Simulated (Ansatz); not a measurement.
```yaml
crystal:
  periodic: [false, false, false]
  atoms:
    - {symbol: F, position_ang: [1.162934, -1.376531, 1.305366]}
    - {symbol: B, position_ang: [0.771111, -1.538728, 0.057907]}
    - {symbol: F, position_ang: [-0.346527, -2.188916, -0.195335]}
    - {symbol: F, position_ang: [1.598564, -1.255686, -0.927602]}
    - {symbol: P, position_ang: [-0.526491, 1.077627, -0.052936]}
    - {symbol: H, position_ang: [-1.582420, 1.419753, 0.825626]}
    - {symbol: H, position_ang: [0.199905, 2.275106, 0.152715]}
    - {symbol: H, position_ang: [-1.184875, 1.530174, -1.221539]}
basis:
  gaussian: {orbitals: def2-SVPD}
hamiltonian: {xc: {name: PBE1PBE}}
output: {forces: true}
```

```sh
$ ansatz run in.yaml --threads 2 --pin off --events-out ev --progress --plain --max-ram 32768MiB --backend cpu
```

Output, abridged:

```
Error: YAML parse error: error: line 14 column 19: hamiltonian.xc: no functional is named "PBE1PBE"; the names, which are not case-sensitive, are SVWN5, SPW92, PBE, PBE0, PBEsol, revPBE, revPBE0, RPBE, rPW86-PBE, HSE06, wPBEh, LC-wPBE, HISS, HF, BLYP, B3LYP, B3LYP5, BHLYP, CAM-B3LYP, r2SCAN, r2SCANh, r2SCAN0, r2SCAN50, m-r2SCAN, B97, wB97, wB97X, wB97X-V, B97M-V, wB97M-V, B2PLYP, B2GP-PLYP, PBE0-DH, PBE-QIDH
12 | basis:
13 |   gaussian: {orbitals: def2-SVPD}
14 | hamiltonian: {xc: {name: PBE1PBE}}
15 | output: {forces: true}
```

In this input the method's name isn't one that the program takes here. The program refused the input.
